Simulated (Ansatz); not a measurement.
Geometry optimisation, RKS PBE-D4/def2-SVP in Ansatz.

The input (input.yaml):

```yaml
crystal:
  periodic: [false, false, false]
  atoms:
    - { symbol: C, position_ang: [-0.341, -0.7625, 1.2144] }
    - { symbol: C, position_ang: [0.0739, -0.0779, -0.1172] }
    - { symbol: "N", position_ang: [0.8224, -1.0104, -0.9471] }
    - { symbol: C, position_ang: [0.9159, 1.2463, 0.0968] }
    - { symbol: Se, position_ang: [-0.4169, 2.3567, -0.877] }
    - { symbol: C, position_ang: [-1.0762, 0.5499, -0.9218] }
    - { symbol: H, position_ang: [0.5148, -1.0441, 1.803] }
    - { symbol: H, position_ang: [-0.9902, -1.5839, 0.9851] }
    - { symbol: H, position_ang: [-0.9725, 0.0236, 1.85] }
    - { symbol: H, position_ang: [1.73112, -0.48982, -1.26338] }
    - { symbol: H, position_ang: [0.29403, -1.2037, -1.80819] }
    - { symbol: H, position_ang: [1.8558, 1.2571, -0.3782] }
    - { symbol: H, position_ang: [0.8618, 1.5673, 1.1512] }
    - { symbol: H, position_ang: [-2.0888, 0.4647, -0.3986] }
    - { symbol: H, position_ang: [-1.1212, 0.1524, -1.9649] }
basis:
  gaussian: { orbitals: def2-SVP }
hamiltonian:
  xc: pbe
  dispersion: d4
relax:
  f_tol: 0.015
  max_steps: 40
```

Run as:

```bash
$ ansatz run input.yaml --threads 2 --pin off --max-ram 3072MiB --backend cpu --events-out ev --progress --plain --runs-dir out
```

Q: Where does it end, and by what steps?

A: The forces met the threshold. After 15 steps the energy has fallen by 0.778 eV; H11 moved furthest, 1.11 Å.

```tsv
step	energy less start (eV)	largest force component (eV/Å)	accepted
0	0.0000	3.384	yes
1	-0.4476	0.993	yes
2	-0.5326	0.340	yes
3	-0.5991	0.392	yes
4	-0.6488	0.689	yes
5	-0.6983	0.137	yes
6	-0.7056	0.060	yes
7	-0.7082	0.046	yes
8	-0.7121	0.071	yes
9	-0.7195	0.390	yes
10	-0.7585	0.254	yes
11	-0.7717	0.180	yes
12	-0.7753	0.182	yes
13	-0.7774	0.032	yes
14	-0.7774	0.044	yes
15	-0.7776	0.002	yes
```

```xyz
15
Properties=species:S:1:pos:R:3
C -0.406 -0.652 1.127
C 0.130 -0.017 -0.160
N 0.981 -0.981 -0.835
C 0.897 1.298 0.152
Se -0.724 2.415 -0.181
C -1.042 0.616 -0.982
H 0.436 -1.000 1.758
H -1.052 -1.524 0.893
H -1.010 0.081 1.697
H 1.231 -0.650 -1.776
H 0.497 -1.880 -0.953
H 1.676 1.521 -0.604
H 1.330 1.379 1.168
H -2.054 0.196 -0.811
H -0.826 0.644 -2.069
```

Whether the end is a true minimum wasn't checked by a vibrational analysis.

The run took 81 s on 2 threads of Arm Neoverse V1, on a shared host, peak memory 0.21 GiB.
